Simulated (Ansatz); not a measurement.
Geometry optimisation, RKS CAM-B3LYP-D4/STO-3G (Ansatz 0.2.0).

Input:

```yaml
crystal:
  periodic: [false, false, false]
  atoms:
    - { symbol: Si, position_ang: [0.0, 0.0, 0.0] }
    - { symbol: F, position_ang: [0.0, 0.0, 1.59] }
    - { symbol: "N", position_ang: [1.7163, 0.0, -0.6061] }
    - { symbol: C, position_ang: [2.4072, -1.273, -0.8567] }
    - { symbol: H, position_ang: [1.7433, -1.947, -1.4373] }
    - { symbol: H, position_ang: [3.3364, -1.083, -1.4334] }
    - { symbol: H, position_ang: [2.6645, -1.7518, 0.1112] }
    - { symbol: C, position_ang: [2.4114, 1.273, -0.8449] }
    - { symbol: H, position_ang: [3.0382, 1.1875, -1.757] }
    - { symbol: H, position_ang: [1.6647, 2.0824, -0.9844] }
    - { symbol: H, position_ang: [3.0569, 1.5118, 0.0259] }
    - { symbol: C, position_ang: [-0.8808, 1.5259, -0.6227] }
    - { symbol: H, position_ang: [-1.9334, 1.2723, -0.8671] }
    - { symbol: H, position_ang: [-0.8624, 2.3106, 0.1622] }
    - { symbol: H, position_ang: [-0.3704, 1.9025, -1.5336] }
    - { symbol: C, position_ang: [-0.8808, -1.5259, -0.6227] }
    - { symbol: H, position_ang: [-1.3804, -2.0377, 0.2261] }
    - { symbol: H, position_ang: [-1.6409, -1.2332, -1.3768] }
    - { symbol: H, position_ang: [-0.1449, -2.2146, -1.0879] }
basis:
  gaussian: { orbitals: STO-3G }
hamiltonian:
  xc: cam_b3lyp
  dispersion: d4
relax:
  f_tol: 0.02
  max_steps: 40
```

Launched with:

```bash
$ ansatz run input.yaml --threads 1 --pin off --max-ram 2048MiB --backend cpu --events-out ev --progress --plain --runs-dir out
```

**Question.** Where does it end, and by what steps?

**Answer.** The forces met the threshold. The force dipped under the threshold on the way, but the program's further checks kept it going. Limits of this set-up: minimal basis. After 22 steps the energy has fallen by 0.469 eV; H17 moved furthest, 1.00 Å.

```csv
step,energy less start (eV),largest force component (eV/Å),accepted
0,0.0000,3.188,yes
1,-0.2895,1.101,yes
2,-0.3586,0.313,yes
3,-0.3875,0.344,yes
4,-0.4228,0.150,yes
5,-0.4199,0.630,no
6,-0.4381,0.043,yes
7,-0.4432,0.133,yes
8,-0.4467,0.097,yes
9,-0.4498,0.279,yes
10,-0.4541,0.133,yes
11,-0.4592,0.074,yes
12,-0.4617,0.122,yes
13,-0.4637,0.171,yes
14,-0.4664,0.064,yes
15,-0.4629,0.278,no
16,-0.4667,0.011,yes
17,-0.4672,0.164,yes
18,-0.4681,0.053,yes
19,-0.4685,0.042,yes
20,-0.4688,0.012,yes
21,-0.4689,0.042,yes
22,-0.4690,0.011,yes
```

```xyz
19
Properties=species:S:1:pos:R:3
Si 0.020 -0.039 -0.109
F 0.212 -0.134 1.507
N 1.569 0.025 -0.919
C 2.421 -1.190 -0.928
H 1.801 -2.081 -1.105
H 3.162 -1.125 -1.742
H 2.981 -1.345 0.016
C 2.392 1.253 -0.795
H 3.133 1.294 -1.610
H 1.750 2.144 -0.875
H 2.950 1.318 0.161
C -0.921 1.522 -0.516
H -1.975 1.426 -0.239
H -0.521 2.392 0.010
H -0.877 1.730 -1.588
C -0.891 -1.558 -0.700
H -1.944 -1.519 -0.410
H -0.848 -1.633 -1.790
H -0.469 -2.478 -0.284
```

Whether the end is a true minimum wasn't checked by a vibrational analysis.

Run time: 110 s on 1 thread of Intel(R) Xeon(R) Platinum 8488C (Sapphire Rapids), on a shared host, peak memory 0.19 GiB.
